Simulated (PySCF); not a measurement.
Ge(H)(Cl)2(vinyl) (C2H4Cl2Ge), SMILES C=[CH][GeH]([Cl])[Cl]. Atoms are numbered in the order given.

```xyz
9

Ge     0.1219    -0.3077    -0.3869
Cl     0.4363     1.8296    -0.4788
Cl     1.3111    -1.0949     1.2396
C     -1.7370    -0.6283    -0.0052
C     -2.6323     0.3591     0.1146
H      0.6818    -0.9161    -1.6741
H     -2.0405    -1.6754     0.1269
H     -3.6852     0.1515     0.3387
H     -2.3470     1.4110    -0.0024
```
Charge 0, spin multiplicity 1.

Geometry optimised at r2SCAN-D4/def2-SVP. The structure was generated by enumeration, and PubChem lists no compound with its InChIKey, so it may never have been made. The values are those of a single conformer.

Method: PBE/pcSseg-1 in PySCF.

GIAO shieldings, no solvent; atoms listed in one row are averaged. δ = σ(ref) − σ: ⁷³Ge against GeH4 (σ = 1614.4 ppm); ³⁵Cl against HCl (σ = 936.5 ppm); ¹³C against TMS (σ = 182.0 ppm); ¹H against TMS (σ = 31.49 ppm), references at their B3LYP-D3(BJ)/def2-TZVP geometries, non-relativistic (without spin–orbit terms, shifts of atoms bonded to Cl or Br come out too high).

### Question
Estimate the chemical shifts. (An estimate is asked for; the answer gives what the named calculation found.)

### Answer

```tsv
nucleus	atoms	count	δ (ppm)
⁷³Ge	Ge1	1	440.9
³⁵Cl	Cl3	1	103.9
³⁵Cl	Cl2	1	47.0
¹³C	C5	1	146.4
¹³C	C4	1	144.0
¹H	H6	1	6.91
¹H	H8, H9	2	6.89
¹H	H7	1	6.74
```
